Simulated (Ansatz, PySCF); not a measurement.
Molecule: C$_{3}$H$_{6}$O$_{2}$, charge 0, multiplicity 1. SMILES: CCOC=O
Structure (B3LYP-D3(BJ)/def2-TZVP (Ansatz, an electronic-structure program) minimum search):
```xyz
11

C     -2.1634     0.3523    -0.1675
C     -0.8389    -0.2557     0.2267
O      0.2076     0.5270    -0.4008
C      1.4624     0.1343    -0.1637
O      1.7944    -0.7977     0.5146
H     -2.2955     0.3318    -1.2497
H     -2.9771    -0.2138     0.2889
H     -2.2335     1.3870     0.1698
H     -0.6824    -0.2386     1.3060
H     -0.7441    -1.2895    -0.1078
H      2.1555     0.8036    -0.6915
```
Charge 0, spin multiplicity 1.

PBE beside other levels, property by property. Correlated levels leave the core frozen unless marked. UHF or UKS for open shells. No spin-orbit coupling. Non-relativistic. CBS(X,Y): correlation extrapolated as X^-3; Hartree-Fock from the larger set. [CCSD(T)-MP2]/basis is that difference in the basis named. Rows marked 298 K are enthalpies with B3LYP-D3(BJ) harmonic zero-point and thermal terms from PySCF. Atomisation energies are electronic, to ground-state atoms; the column to compare with has the core term from cc-pwCVTZ added, other frozen-core levels have none. The coupled-cluster column (Ansatz) is a level with limits of its own: (a) RI-MP2/CBS(aug-cc-pVTZ,aug-cc-pVQZ)+[CCSD(T)-MP2]/aug-cc-pVTZ; (b) RI-MP2/CBS(cc-pVTZ,cc-pVQZ)+[CCSD(T)-MP2]/cc-pVTZ.

| property | PBE/def2-TZVPD (Ansatz) | M06-2X/def2-TZVPD (PySCF) | B2PLYP/def2-TZVPD (Ansatz) | RI-MP2/CBS(cc-pVTZ,cc-pVQZ) (Ansatz) | coupled cluster |
|---|---|---|---|---|---|
| atomisation energy (kcal/mol) | 1111.2 | 1083.5 | 1070.8 | 1106.2 | 1086.6 (a) |
| C-C bond dissociation enthalpy, 298 K, to [CH3] (CH3) + [CH2]OC=O (kcal/mol) | 86.4 | 90.6 | 86.5 | 95.9 | 91.4 (b) |
| C-H bond dissociation enthalpy, 298 K, to C[CH]OC=O + H atom (kcal/mol) | 90.7 | 96.2 | 94.7 | 99.1 | 99.0 (b) |
| C-H bond dissociation enthalpy, 298 K, to [CH2]COC=O + H atom (kcal/mol) | 98.4 | 101.6 | 100.1 | 103.1 | 103.4 (b) |

As the rows show:
- atomisation energy: PBE lies 24.6 kcal/mol above coupled cluster.
- C-C bond dissociation enthalpy, 298 K, to [CH3] (CH3) + [CH2]OC=O: PBE lies 5.0 kcal/mol below coupled cluster.
- C-H bond dissociation enthalpy, 298 K, to C[CH]OC=O + H atom: PBE lies 8.3 kcal/mol below coupled cluster.
- C-H bond dissociation enthalpy, 298 K, to [CH2]COC=O + H atom: PBE lies 5.0 kcal/mol below coupled cluster.
